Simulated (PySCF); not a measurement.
**Br⁺: ionisation energy**

Br⁺ [Ar] 3d10 4s2 4p4 (3P) → Br²⁺ [Ar] 3d10 4s2 4p3 (4S), as a difference of total energies. Calculation: PySCF 2.14, in x2c-QZVPPall with one added diffuse shell each of s, p, d, f type (12s9p6d5f1g, 113 functions); the spin-free X2C one-electron Hamiltonian (Gaussian nucleus). Correlated levels: valence: [Ar] 3d10 frozen; valence and next inner shell: [Ne] frozen. The calculations carry no spin-orbit coupling.

Problem. Order these methods by the ionisation energy they give, lowest first.
A. SCS-MP2 (valence and next inner shell)
B. r2SCANh
C. CAM-B3LYP
D. LDA

Solution. A (21.215 eV), B (21.449 eV), C (21.587 eV), D (21.663 eV).

A first-order spin-orbit estimate (lowest level to lowest level, LS coupling) adds 0.170 eV.

Errors of the correlated levels include the incompleteness of this basis and the frozen core.

For comparison: 21.591 eV (measured; NIST Atomic Spectra Database, ionization energies).
